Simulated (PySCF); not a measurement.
**Dipole polarisabilities along group 15**

Calculated with PySCF 2.14 for the ground configurations, without spin-orbit coupling: coupled response for Hartree-Fock and DFT. Mean α in bohr³, C₆ of like pairs in atomic units.

```tsv
species	α UHF	α PBE	α PBE0	α recommended (Schwerdtfeger and Nagle)	C₆ UHF	C₆ PBE	C₆ PBE0
N [He] 2s2 2p3 (aug-cc-pCVTZ-DK with one added diffuse shell each of s, p, d, f type, spin-free X2C)	7.172	8.335	7.788	7.4 ± 0.2	23.34	28.54	26.27
P [Ne] 3s2 3p3 (aug-cc-pCVTZ-DK with one added diffuse shell each of s, p, d, f type, spin-free X2C)	25.48	27.68	26.49	25 ± 1	188.6	206.0	196.0
Sb [Kr] 4d10 5s2 5p3 (aug-cc-pwCVTZ-DK3 with one added diffuse shell each of s, p, d, f type, spin-free X2C)	44.30	47.96	45.70	43 ± 2	491.8	530.4	503.7
Bi [Xe] 4f14 5d10 6s2 6p3 (aug-cc-pwCVTZ-DK3 with one added diffuse shell each of s, d, f type, spin-free X2C)	49.94	n/a	n/a	48 ± 4	604.8	n/a	n/a
```

Hartree-Fock lacks correlation. PBE lies above the recommended values here, as self-interaction makes its density too diffuse. All values carry a basis error.
